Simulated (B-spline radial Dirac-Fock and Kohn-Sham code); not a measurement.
# Neutral dysprosium: differential elastic cross section for electrons at 300 keV

Calculated with an atomic code on a B-spline grid, using relativistic (Dirac) partial waves in the static field of the Dirac-Fock atom with Furness-McCarthy exchange, without polarisation or absorption potentials.

The run's input, task.json:

```json
{"items": [{
  "Z": 66,
  "q": 0,
  "cfg": [[1, 0, 2], [2, 0, 2], [2, 1, 6], [3, 0, 2], [3, 1, 6], [3, 2, 10], [4, 0, 2], [4, 1, 6], [4, 2, 10], [4, 3, 10], [5, 0, 2], [5, 1, 6], [6, 0, 2]],
  "A": 164,
  "rrms": 5.2218,
  "do": "elastic",
  "energies": [[300000, 0]],
  "theta": [0, 1, 2, 3, 5, 7, 10, 15, 20, 25, 30, 40, 50, 60, 70, 80, 90, 100, 110, 120, 130, 140, 150, 160, 170, 180]
}]}
```

Command: `python xray2_run.py task.json out`

```tsv
θ (°)	dσ/dΩ (a₀²/sr)	Sherman function
0	1800	0.000
1	76.8	0.000
2	11.8	0.000
3	3.19	0.000
5	0.553	0.000
7	0.170	0.001
10	0.0470	0.002
15	0.0106	0.003
20	0.00371	0.003
25	0.00166	0.002
30	0.000864	-0.001
40	0.000315	-0.014
50	0.000146	-0.038
60	7.88e-05	-0.069
70	4.68e-05	-0.108
80	2.98e-05	-0.153
90	1.99e-05	-0.200
100	1.39e-05	-0.249
110	9.98e-06	-0.294
120	7.38e-06	-0.332
130	5.62e-06	-0.355
140	4.42e-06	-0.354
150	3.60e-06	-0.320
160	3.08e-06	-0.247
170	2.79e-06	-0.135
180	2.70e-06	0.000
```

The total elastic cross section is 0.404 a₀², the first transport cross section 0.000674 a₀² and the second, weighted with (3/2) sin²θ, 0.00170 a₀². The mean deflection is ⟨1 − cos θ⟩ = 0.00167, and 0.013 % of the collisions scatter beyond 90°.
